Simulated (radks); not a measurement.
The lutetium ion Lu32+, 39 electrons, occupied as [Kr] 4d3 (the NIST ground configuration). Method: Dirac Kohn-Sham, PBE, spin-unpolarised, spherical densities, finite nucleus; open shells fill j = l - 1/2 first; Fermi nuclear charge, rms radius 5.37 fm; computed with a radial shooting solver on a logarithmic mesh with Libxc functionals.

Normalised radial functions P(r) = r R(r) (large component), r in bohr:

```
   r/bohr * 3p3/2, o 3d3/2, + 3d5/2 (the largest magnitude, 2.34, reaches the edge; | marks zero, & curves that meet)
 0.001745                             &
 0.002562                             &
 0.003761                             &*
 0.005566                             &*
 0.008171                             &  *
    0.012                             &    *
  0.01761                             |&      *
  0.02607                             | &         *
  0.03827                             |   +o          *
  0.05618                             |         &    *
  0.08315                             |   *            +o
   0.1221               *             |                        +o
   0.1792  *                          |                          &
   0.2631       *                     |                 &
   0.3894                     *       |      &
   0.5717                            *|&
   0.8394                             &
    1.242                             &
    1.824                             &
```

3p3/2: eigenvalue -3203.5 eV, 1 radial node at r = 0.0914 bohr, <r> = 0.214 bohr, 90 % of the charge inside 0.319 bohr. 3d3/2: eigenvalue -2845.1 eV, 0 radial nodes, <r> = 0.187 bohr, 90 % of the charge inside 0.291 bohr. 3d5/2: eigenvalue -2791.7 eV, 0 radial nodes, <r> = 0.192 bohr, 90 % of the charge inside 0.296 bohr.
